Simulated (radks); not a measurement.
Task: These are the eigenvalues of the occupied orbitals of an atom or ion with whole-number occupations (eV). All-electron calculation, scalar-relativistic Kohn-Sham, PBE, spin-unpolarised, spherical densities, finite nucleus; Fermi nuclear charge, rms radius of each element as measured or else 0.836 A^(1/3) + 0.57 fm. Program: a radial shooting solver on a logarithmic mesh with Libxc functionals.

orbital  eigenvalue
1s        -88074.06
2s        -15754.48
2p        -13519.59
3s        -3782.012
3p        -3140.784
3d        -2485.160
4s        -856.2167
4p        -645.9648
4d        -402.1182
5s        -144.0429
4f        -132.9101
5p         -85.8450
5d         -21.1835
6s         -12.0278
6p          -3.4992

Which element is it, and in what charge state? The configuration may be excited.

Result: Z = 82, lead, charge 0: Pb in [Hg] 6p2. The list shows which subshells hold electrons but not how many an open one holds; the 1s level, -3236.7 hartree, gives Z - s = 80.5 by -(Z - s)^2/2, which with screening and relativity narrows Z to a few neighbours, and the depths of the outer levels then fix element, charge and occupations together.
